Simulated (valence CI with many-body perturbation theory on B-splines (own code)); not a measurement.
## Forbidden lines of Gd23+

Calculated by valence CI with perturbative core correlation (CI+MBPT): five valence electrons over a frozen Dirac-Fock core [Kr], radial functions for each j: 7 s, 7 p, 8 d, 6 f, 4 g, 1 h, with the one-electron correlation potential Σ1, the two-electron term Σ2, the three-electron term Σ3, Breit, model QED; selected CI, second order for the rest (own B-spline code, finite nucleus).

No measured spectrum was set against this ion. As an estimate, terms of the open shell hold to 2 to 4 % of their energy, and close levels can change places. Core correlation moves these levels by up to 11000 cm⁻¹, and in measured spectra 5 to 20 % of such shifts remained as error; rates that hang on mixing are uncertain with them. Only levels of the ground parity were solved; by the run's estimate the other parity begins above the list, which can be wrong where configurations are misplaced.

Lines 1 to 50 of 120 in falling wavelength, among levels below 307050 cm⁻¹, chosen from the decays that carry over 1 % of a level's rate. Wavelengths and rates use the calculated energies, so an error of 2000 cm⁻¹ moves a line at 609.2 nm by 12 % and its rate by three times that or more. Electric multipoles are in the length gauge, E1 and E2 with the static RPA response of the core. S is in atomic units (e²a₀⁴ for E2 and M2, e²a₀⁶ for E3), for M1 in squared Bohr magnetons. Weak lines are less certain than strong ones. Lines between different terms over intervals too small for the method are left out, as are lines whose strength nearly cancels.

Levels are named by their leading jj configuration (3d3/2^4 stands for four electrons in 3d with j = 3/2), which in mixed levels can hold well under half, so a name can repeat and another be missing. Letters in brackets count levels of one name in rising energy.

```
λ vac (nm)                        Upper                        Lower  Type   A (s⁻¹)  S (a.u.)
      1905     (4d3/2^3 4d5/2^2) J=11/2  (4d3/2^3 4d5/2^2) J=7/2 [a]    E2  1.24e-07  3.32e-03
      1477      (4d3/2^3 4d5/2^2) J=9/2     (4d3/2^3 4d5/2^2) J=11/2    M1  4.77e+00  5.70e+00
     881.1  (4d3/2^3 4d5/2^2) J=5/2 [b]  (4d3/2^3 4d5/2^2) J=3/2 [a]    M1  1.84e+01  2.79e+00
     831.9      (4d3/2^3 4d5/2^2) J=9/2  (4d3/2^3 4d5/2^2) J=7/2 [a]    M1  3.04e+01  6.48e+00
     784.9     (4d3/2^2 4d5/2^3) J=13/2     (4d3/2^2 4d5/2^3) J=11/2    M1  1.51e+01  3.78e+00
     609.2      (4d3/2^3 4d5/2^2) J=1/2  (4d3/2^3 4d5/2^2) J=3/2 [a]    M1  1.64e+02  2.75e+00
     596.0  (4d3/2^3 4d5/2^2) J=7/2 [b]  (4d3/2^3 4d5/2^2) J=5/2 [b]    M1  5.69e+01  3.57e+00
     562.8  (4d3/2^2 4d5/2^3) J=7/2 [b]  (4d3/2^2 4d5/2^3) J=5/2 [b]    M1  2.67e+01  1.41e+00
     548.5  (4d3/2^2 4d5/2^3) J=5/2 [b]  (4d3/2^3 4d5/2^2) J=3/2 [b]    M1  5.01e+01  1.84e+00
     395.1  (4d3/2^2 4d5/2^3) J=5/2 [c]  (4d3/2^2 4d5/2^3) J=3/2 [a]    M1  6.52e+01  8.94e-01
     384.0  (4d3/2^2 4d5/2^3) J=9/2 [b]  (4d3/2^2 4d5/2^3) J=9/2 [a]    M1  8.06e+01  1.69e+00
     376.1  (4d3/2^3 4d5/2^2) J=7/2 [a]  (4d3/2^3 4d5/2^2) J=5/2 [a]    M1  3.05e+02  4.82e+00
     373.8  (4d3/2^2 4d5/2^3) J=3/2 [a]  (4d3/2^2 4d5/2^3) J=5/2 [a]    M1  2.34e+02  1.82e+00
     345.7  (4d3/2^2 4d5/2^3) J=9/2 [a]  (4d3/2^3 4d5/2^2) J=7/2 [b]    M1  2.30e+02  3.52e+00
     342.4  (4d3/2^3 4d5/2^2) J=3/2 [a]  (4d3/2^3 4d5/2^2) J=5/2 [a]    M1  1.20e+02  7.14e-01
     335.9  (4d3/2^2 4d5/2^3) J=7/2 [b]  (4d3/2^2 4d5/2^3) J=9/2 [a]    M1  3.86e+01  4.34e-01
     325.3  (4d3/2^3 4d5/2^2) J=7/2 [b]  (4d3/2^3 4d5/2^2) J=7/2 [a]    M1  1.52e+02  1.55e+00
     303.8  (4d3/2^2 4d5/2^3) J=3/2 [b]  (4d3/2^2 4d5/2^3) J=3/2 [a]    M1  1.66e+02  6.89e-01
     301.1  (4d3/2^2 4d5/2^3) J=9/2 [c]  (4d3/2^2 4d5/2^3) J=7/2 [b]    M1  8.04e+01  8.14e-01
     290.6  (4d3/2^3 4d5/2^2) J=3/2 [b]      (4d3/2^3 4d5/2^2) J=1/2    M1  6.71e+01  2.44e-01
     272.3  (4d3/2^2 4d5/2^3) J=7/2 [a]  (4d3/2^3 4d5/2^2) J=5/2 [b]    M1  4.84e+02  2.90e+00
     270.7  (4d3/2^2 4d5/2^3) J=9/2 [c]  (4d3/2^2 4d5/2^3) J=9/2 [b]    M1  5.71e+02  4.20e+00
     268.0    (4d3/2 4d5/2^4) J=7/2 [a]  (4d3/2^2 4d5/2^3) J=5/2 [c]    M1  3.31e+02  1.89e+00
     258.6  (4d3/2^2 4d5/2^3) J=5/2 [c]  (4d3/2^3 4d5/2^2) J=3/2 [b]    M1  6.33e+02  2.43e+00
     258.6  (4d3/2^2 4d5/2^3) J=7/2 [a]      (4d3/2^3 4d5/2^2) J=9/2    M1  8.08e+02  4.14e+00
     258.1  (4d3/2^2 4d5/2^3) J=7/2 [b]  (4d3/2^2 4d5/2^3) J=7/2 [a]    M1  2.38e+02  1.21e+00
     253.3  (4d3/2^3 4d5/2^2) J=3/2 [b]  (4d3/2^3 4d5/2^2) J=5/2 [b]    M1  1.72e+02  4.14e-01
     249.7  (4d3/2^2 4d5/2^3) J=5/2 [a]  (4d3/2^3 4d5/2^2) J=7/2 [a]    M1  6.85e+02  2.37e+00
     246.6  (4d3/2^3 4d5/2^2) J=5/2 [b]  (4d3/2^3 4d5/2^2) J=5/2 [a]    M1  1.66e+03  5.55e+00
     246.4  (4d3/2^2 4d5/2^3) J=1/2 [b]  (4d3/2^2 4d5/2^3) J=3/2 [a]    M1  3.97e+02  4.40e-01
     244.3  (4d3/2^2 4d5/2^3) J=5/2 [b]  (4d3/2^3 4d5/2^2) J=7/2 [b]    M1  3.68e+02  1.19e+00
     241.5  (4d3/2^2 4d5/2^3) J=5/2 [c]  (4d3/2^2 4d5/2^3) J=7/2 [a]    M1  2.60e+02  8.13e-01
     238.9  (4d3/2^2 4d5/2^3) J=1/2 [a]      (4d3/2^3 4d5/2^2) J=1/2    M1  1.79e+03  1.81e+00
     238.6  (4d3/2^3 4d5/2^2) J=5/2 [a]        (4d3/2^4 4d5/2) J=5/2    M1  2.28e+03  6.88e+00
     236.7     (4d3/2^2 4d5/2^3) J=11/2      (4d3/2^3 4d5/2^2) J=9/2    M1  3.49e+02  2.06e+00
     228.8    (4d3/2 4d5/2^4) J=7/2 [a]  (4d3/2^2 4d5/2^3) J=9/2 [b]    M1  4.59e+02  1.63e+00
     224.8    (4d3/2 4d5/2^4) J=5/2 [a]  (4d3/2^2 4d5/2^3) J=3/2 [a]    M1  7.13e+02  1.80e+00
     216.1  (4d3/2^2 4d5/2^3) J=3/2 [b]  (4d3/2^3 4d5/2^2) J=3/2 [b]    M1  2.95e+01  4.42e-02
     209.4  (4d3/2^2 4d5/2^3) J=3/2 [a]      (4d3/2^3 4d5/2^2) J=1/2    M1  2.23e+02  3.03e-01
     204.0     (4d3/2^2 4d5/2^3) J=11/2     (4d3/2^3 4d5/2^2) J=11/2    M1  1.94e+03  7.34e+00
     198.8       (4d3/2 4d5/2^4) J=11/2  (4d3/2^2 4d5/2^3) J=9/2 [b]    M1  5.11e+02  1.79e+00
     197.3  (4d3/2^2 4d5/2^3) J=7/2 [a]  (4d3/2^3 4d5/2^2) J=7/2 [a]    M1  9.61e+02  2.19e+00
     196.7  (4d3/2^3 4d5/2^2) J=3/2 [b]  (4d3/2^3 4d5/2^2) J=3/2 [a]    M1  2.41e+02  2.73e-01
     192.1  (4d3/2^2 4d5/2^3) J=5/2 [c]  (4d3/2^2 4d5/2^3) J=5/2 [a]    M1  2.77e+02  4.36e-01
     189.3  (4d3/2^2 4d5/2^3) J=3/2 [a]  (4d3/2^3 4d5/2^2) J=5/2 [b]    M1  6.32e+02  6.36e-01
     183.8  (4d3/2^2 4d5/2^3) J=9/2 [a]     (4d3/2^3 4d5/2^2) J=11/2    M1  7.95e+02  1.83e+00
     181.9  (4d3/2^2 4d5/2^3) J=9/2 [b]  (4d3/2^3 4d5/2^2) J=7/2 [b]    M1  4.71e+02  1.05e+00
     173.3  (4d3/2^2 4d5/2^3) J=5/2 [b]  (4d3/2^3 4d5/2^2) J=5/2 [b]    M1  2.58e+03  2.98e+00
     173.2    (4d3/2 4d5/2^4) J=7/2 [a]  (4d3/2^2 4d5/2^3) J=5/2 [b]    M1  1.56e+03  2.40e+00
     171.6  (4d3/2^2 4d5/2^3) J=1/2 [a]  (4d3/2^3 4d5/2^2) J=3/2 [a]    M1  2.21e+03  8.29e-01
```
